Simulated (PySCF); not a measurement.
Vertical excitations of a molecule CH5ClGeO2 from TDDFT-B3LYP/def2-SVPD run with PySCF, as energy in eV (oscillator strength): 6.84 (0.027), 7.04 (0.083), 7.18 (0.084), 7.46 (0.073), 7.88 (0.016), 8.00 (0.005), 8.07 (0.014), 8.19 (0.058), 8.29 (0.070), 8.41 (0.016). Lowest triplet (TDA): 6.45 eV. Geometry: B3LYP-D3(BJ)/def2-SVP. The values are those of a single conformer.

Problem. Identify the compound among the candidates.
(A) C[O][Ge@H]([OH])[Cl]
(B) [CH3][Ge]([OH])([OH])[Cl]
(C) O[CH2][Ge@@H]([OH])[Cl]

Solution. B, [CH3][Ge]([OH])([OH])[Cl]
